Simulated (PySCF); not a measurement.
Compound: C₉H₆N (doublet state).
Bonds: C1–C2 (aromatic), C2–C3 (aromatic), C3–C4 (aromatic), C4–C5 (aromatic), C5–C6 (aromatic), C6–N7 (aromatic), N7–C8 (aromatic), C8–C9 (aromatic), C9–C10 (aromatic), C1–C10 (aromatic), C4–C9 (aromatic). Hydrogens: H11 on C2; H12 on C3; H13 on C5; H14 on C6; H15 on C8; H16 on C10.

Method: PBE0-D3(BJ)/def2-SVP geometry optimisation, gas phase (PySCF 2.14.0).

**Question.** List the bond lengths and angles at this level.

**Answer.** 
| bond | length (Å) |
| --- | --- |
| C1–C2 | 1.396 |
| C2–C3 | 1.381 |
| C3–C4 | 1.421 |
| C4–C5 | 1.417 |
| C5–C6 | 1.375 |
| C6–N7 | 1.352 |
| N7–C8 | 1.309 |
| C8–C9 | 1.421 |
| C9–C10 | 1.425 |
| C1–C10 | 1.357 |
| C4–C9 | 1.427 |
| C2–H11 | 1.093 |
| C3–H12 | 1.094 |
| C5–H13 | 1.093 |
| C6–H14 | 1.095 |
| C8–H15 | 1.098 |
| C10–H16 | 1.094 |

A selection of angles:
| angle | degrees |
| --- | --- |
| C2–C1–C10 | 126.1 |
| C1–C2–C3 | 117.4 |
| C1–C2–H11 | 121.7 |
| C3–C2–H11 | 120.9 |
| C2–C3–C4 | 120.4 |
| C2–C3–H12 | 120.4 |
| C4–C3–H12 | 119.2 |
| C3–C4–C5 | 123.3 |
| C3–C4–C9 | 119.6 |
| C5–C4–C9 | 117.0 |
| C4–C5–C6 | 119.4 |
| C4–C5–H13 | 120.0 |
| C6–C5–H13 | 120.6 |
| C5–C6–N7 | 123.7 |
| C5–C6–H14 | 120.4 |
| N7–C6–H14 | 115.9 |
| C6–N7–C8 | 118.2 |
| N7–C8–C9 | 124.0 |
| N7–C8–H15 | 117.3 |
| C9–C8–H15 | 118.7 |
| C8–C9–C10 | 122.6 |
| C4–C9–C8 | 117.7 |
| C4–C9–C10 | 119.7 |
| C9–C10–H16 | 120.0 |
| C1–C10–C9 | 116.7 |
| C1–C10–H16 | 123.2 |

C1 (carbon bonded to 2 C) is bent (angle 126.1°). C8 (carbon bonded to C, N and H) is planar (angles 124.0°, 118.7° and 117.3°, sum 360.0°, 0.00 Å off the plane of its three neighbours). C10 (carbon bonded to 2 C and H) is planar (angles 123.2°, 120.0° and 116.7°, sum 360.0°, 0.00 Å off the plane of its three neighbours). C5 (carbon bonded to 2 C and H) is planar (angles 120.6°, 120.0° and 119.4°, sum 360.0°, 0.00 Å off the plane of its three neighbours). C2 (carbon bonded to 2 C and H) is planar (angles 121.7°, 120.9° and 117.4°, sum 360.0°, 0.00 Å off the plane of its three neighbours). The 6-membered ring C1–C2–C3–C4–C9–C10 has internal angles of 116.7° to 126.1° (sum 720°, against 720° for a flat polygon); it is planar, 0.00 Å rms from its mean plane, widest ring torsion 0°. The 6-membered ring C4–C5–C6–N7–C8–C9 has internal angles of 117.0° to 124.0° (sum 720°, against 720° for a flat polygon); it is planar, 0.00 Å rms from its mean plane, widest ring torsion 0°.

Point group: Cs (every atom within 0.08 Å of its image). No frequency check. ⟨S²⟩ = 0.763 (exact for a doublet: 0.75).

Hardware: one thread, Arm Neoverse V2, on a shared host. Cost: 2.4 min wall. These figures are those of the optimisation.
